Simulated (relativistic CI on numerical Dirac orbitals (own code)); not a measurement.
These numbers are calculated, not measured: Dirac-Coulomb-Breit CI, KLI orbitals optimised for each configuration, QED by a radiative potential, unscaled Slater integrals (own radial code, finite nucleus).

CI space (outside the closed core [Ne]): 3s2.3p2, 3s2.3p.3d, 3s.3p3, 3s2.3d2, 3p4, 3s.3p2.3d, 3p2.3d2, 3s.3p.3d2, 3p3.3d, 3s2.3d.4s, 3s2.3d.4p, 3s.3p.3d.4s, 3p3.4s, 3s2.3p.4s, 3s.3p.3d.4p, 3p3.4p, 3s2.3p.4p, 3p2.3d.4s, 3s2.3p.4d, 3p2.3d.4p, 3s2.3p.4f, 3s.3p2.4s, 3s.3p2.4p, 3s.3p2.4d, 3s.3p2.4f, 3s2.4s2, 3s2.3p.5s, 3s2.3p.5p, 3s2.4s.4p, 3s2.3p.5d, 3s2.3p.5f, 3s2.3p.5g, 3s2.4p2, 3s.3p.4s2, 3s.3p2.5s, 3s.3p.4s.4p. Levels of other configurations are missing.

At this charge energies of transitions that change n are usually good to better than 1 %, and those within a shell (Δn = 0) to a few per cent.

Outline of the computed level scheme of Re LXII. Lowest level of each configuration: 3s2.3p2 3P_0 at 0.00 eV; 3s.3p3 3P°_2 at 544.10 eV; 3s2.3p.3d 3F°_2 at 595.76 eV; 3s.3p2.3d 3D_1 at 773.27 eV; 3p4 3P_2 at 1135.27 eV.

Some strong electric-dipole decays among the lowest 45 levels: 3s2.3p.3d 3D°_1 → 3s2.3p2 3P_0 (5.3e+12 s⁻¹); 3s.3p2.3d 3D_1 → 3s.3p3 3D°_1 (4.6e+12 s⁻¹); 3s2.3p.3d 3P°_1 → 3s2.3p2 3P_1 (4.0e+12 s⁻¹); 3s2.3p.3d 3D°_2 → 3s2.3p2 1D_2 (4.0e+12 s⁻¹); 3s2.3p.3d 3P°_0 → 3s2.3p2 3P_1 (3.7e+12 s⁻¹); 3s.3p2.3d 3D_2 → 3s.3p3 3P°_2 (3.5e+12 s⁻¹); 3s.3p2.3d 3D_1 → 3s2.3p.3d 3F°_2 (3.0e+12 s⁻¹); 3s.3p3 3S°_1 → 3s2.3p2 1D_2 (2.7e+12 s⁻¹).

LS names give the leading component of a level, which can be under half, so a name can repeat, a term be missing and a line seem to break the LS rules.
